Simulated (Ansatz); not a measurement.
ZnMe(NH2) (CH₅NZn). Charge 0, multiplicity 1. Geometry r2SCAN-D4/def2-TZVP; atoms count from 1.

```xyz
8

Zn    0.196   -0.015   -0.226
C    -1.148    0.113    1.136
H    -0.743   -0.130    2.121
H    -1.973   -0.573    0.929
H    -1.558    1.125    1.179
N     1.362   -0.107   -1.617
H     1.772   -1.004   -1.839
H     2.091    0.591   -1.683
```

**Question.** Estimate the Mulliken populations from the PBE0/def2-TZVP orbitals of Ansatz.

**Answer.** 
```
atom  charge (e)  d electrons
 Zn1        0.46         9.99
  C2       -0.60            –
  H3        0.14            –
  H4        0.14            –
  H5        0.14            –
  N6       -0.73            –
  H7        0.23            –
  H8        0.23            –
```
Mulliken values depend strongly on the basis.

**Question.** And the Mayer bond orders between heavy atoms (over 0.3)?

**Answer.** Zn1–C2 0.94 (1.92 Å); Zn1–N6 1.00 (1.82 Å).
